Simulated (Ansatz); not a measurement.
A nudged elastic band was laid between two geometries of C2H8BN + CH5N (19 atoms, charge 0, multiplicity 1).

Level of theory: RKS B3LYP-D4/6-31G* (Ansatz).

* movable images: 5
* climbing image: yes
* spring: 5.0 eV/Å²
* optimiser: quadratic models (default)
* start path: through a guess of the saddle point
* force threshold: 0.05 eV/Å
* iteration limit: 60
* end points: relaxed

Initial state:

```xyz
19
Properties=species:S:1:pos:R:3
B -0.079 0.467 -0.015
N -0.258 0.877 1.323
H -1.163 1.099 1.717
H 0.511 1.075 1.949
C 1.387 0.221 -0.562
H 1.494 -0.827 -0.872
H 1.581 0.827 -1.459
H 2.183 0.439 0.163
C -1.350 0.220 -0.927
H -1.431 -0.856 -1.136
H -2.298 0.542 -0.477
H -1.255 0.717 -1.902
N -0.141 -2.498 1.208
H -0.837 -3.169 1.529
C 1.171 -2.831 1.765
H 1.499 -3.802 1.373
H 1.899 -2.083 1.430
H 1.223 -2.881 2.868
H -0.432 -1.584 1.551
```

Final state:

```xyz
19
Properties=species:S:1:pos:R:3
B 0.106 -0.883 -0.331
N -0.481 0.984 2.286
H -1.404 1.129 2.694
H 0.188 1.125 3.043
C 1.495 -0.195 -0.682
H 2.192 -0.903 -1.153
H 1.372 0.647 -1.372
H 1.999 0.195 0.212
C -1.241 -0.405 -1.013
H -2.124 -1.009 -0.763
H -1.446 0.629 -0.704
H -1.149 -0.384 -2.107
N 0.043 -1.925 0.619
H -0.854 -2.369 0.779
C 1.135 -2.548 1.350
H 1.269 -3.601 1.064
H 2.066 -2.021 1.134
H 0.971 -2.513 2.435
H -0.428 -0.002 2.033
```

(1) What changes between the two ends?

(2) What energy profile does the band end with?

(3) What is the geometry of the highest image?

(4) What are the harmonic wavenumbers there?

Answers

(1) Bonds broken: B1–N2, N13–H19. Bonds formed: B1–N13, N2–H19. C2H8BN + CH5N becomes C3H10BN + H3N.

(2) The forces met the threshold. The highest image is number 3 of 0 to 6, 71.5 kJ/mol above the first end and 73.8 kJ/mol above the last; the last end lies 2.3 kJ/mol below the first. A vibrational analysis at the climbing image gives one clearly imaginary mode, 1443i cm⁻¹: a first-order saddle point. The orbitals stay closed-shell, which can raise the energy where a bond breaks towards radicals; this wasn't checked here.

| image | path coordinate (Å) | energy (kJ/mol) | B1–N2 (Å) | N13–H19 (Å) | B1–N13 (Å) |
| --- | --- | --- | --- | --- | --- |
| 0 | 0.00 | 0.0 | 1.41 | 1.02 | 3.21 |
| 1 | 2.58 | 1.3 | 1.41 | 1.02 | 3.21 |
| 2 | 5.17 | 4.4 | 1.41 | 1.02 | 3.05 |
| 3 | 7.75 | 71.5 | 1.64 | 1.33 | 1.63 |
| 4 | 9.32 | 5.5 | 2.65 | 2.50 | 1.42 |
| 5 | 10.90 | 0.5 | 3.15 | 2.48 | 1.41 |
| 6 | 12.48 | -2.3 | 3.27 | 2.43 | 1.41 |

(3) 
```xyz
19
Properties=species:S:1:pos:R:3:forces:R:3
B -0.038 -0.339 0.295 0.00 0.01 0.00
N -0.518 0.388 1.680 0.00 0.00 0.00
H -1.435 0.829 1.678 0.00 0.00 0.00
H 0.151 1.009 2.131 0.00 0.00 0.00
C 1.427 0.148 -0.160 0.00 0.00 0.00
H 1.848 -0.497 -0.943 0.00 0.00 0.00
H 1.383 1.161 -0.582 0.00 0.00 0.00
H 2.166 0.178 0.655 0.00 0.00 0.00
C -1.199 -0.276 -0.820 0.00 0.00 0.00
H -2.180 -0.612 -0.448 0.00 0.00 0.00
H -1.340 0.744 -1.205 0.00 0.00 0.00
H -0.958 -0.906 -1.688 0.00 0.00 0.00
N -0.052 -1.788 1.050 0.00 -0.01 0.00
H -0.797 -2.391 0.706 0.00 0.00 0.00
C 1.173 -2.557 1.263 0.01 -0.01 0.00
H 0.982 -3.435 1.892 0.00 0.00 0.00
H 1.622 -2.896 0.320 0.00 0.00 0.00
H 1.912 -1.931 1.773 0.00 0.00 0.00
H -0.440 -0.874 1.931 -0.01 0.00 0.01
```

(4) 1443i, 81, 189, 196, 218, 239, 273, 282, 315, 391, 448, 549, 635, 701, 785, 796, 809, 821, 860, 907, 1042, 1077, 1080, 1116, 1171, 1212, 1375, 1377, 1410, 1485, 1508, 1512, 1521, 1522, 1532, 1541, 1598, 1676, 1815, 2997, 3010, 3030, 3057, 3064, 3076, 3082, 3087, 3127, 3496, 3504, 3592 cm⁻¹.

Time of the run: 4.5 min on 4 threads of Arm Neoverse V2, with other jobs on the host, peak memory 0.31 GiB.
